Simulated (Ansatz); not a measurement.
Start from `B[CH2][GeH2][SeH]` and change one atom or group to get `B[CH2][GeH2][Cl]`.

Ansatz, PBE0-D4/def2-TZVP geometries, multiplicity 1. Each molecule was computed in one conformer, which needn't be the lowest.

Scalar relativity is left out up to krypton.

```csv
property,`B[CH2][GeH2][SeH]`
HOMO–LUMO gap (PBE/def2-TZVPP) / eV,3.43
HOMO energy (B3LYP/def2-TZVPP) / eV,-6.74
HOMO energy (PBE0/def2-TZVPP) / eV,-6.98
size of the dipole moment (B3LYP/def2-TZVPP) / D,1.77
LUMO energy (PBE/def2-TZVPP) / eV,-2.42
"ideal-gas entropy at 298 K and 1 bar (rigid rotor, harmonic PBE0-D4/def2-TZVP) / J/(mol·K)",374
```

What does the change do to each property? (Best estimate.)

The calculation gave: 
```tsv
property	`B[CH2][GeH2][Cl]`	shift
HOMO–LUMO gap (PBE/def2-TZVPP) / eV	4.50	1.07
HOMO energy (B3LYP/def2-TZVPP) / eV	-8.37	-1.63
HOMO energy (PBE0/def2-TZVPP) / eV	-8.63	-1.65
size of the dipole moment (B3LYP/def2-TZVPP) / D	1.16	-0.61
LUMO energy (PBE/def2-TZVPP) / eV	-2.84	-0.42
ideal-gas entropy at 298 K and 1 bar (rigid rotor, harmonic PBE0-D4/def2-TZVP) / J/(mol·K)	351	-23
```

With PBE0 the HOMO falls by 1.65 eV and the LUMO falls by 0.43 eV, so the gap widens by about 1.22 eV. PBE moves the HOMO by -1.49 eV and ωB97M-V by -1.68 eV. The zero-point energy changes by -17.8 kJ/mol with -3 modes. Dipoles are sizes alone; their direction can turn. Modes under 60 cm⁻¹, often nearly free rotors, make the harmonic entropy too high.

B3LYP here is the variant with VWN-RPA as its local correlation; programs differ in this.

Spin–orbit coupling is left out; it splits and shifts lone-pair levels of the heavy atoms by tenths of an eV.
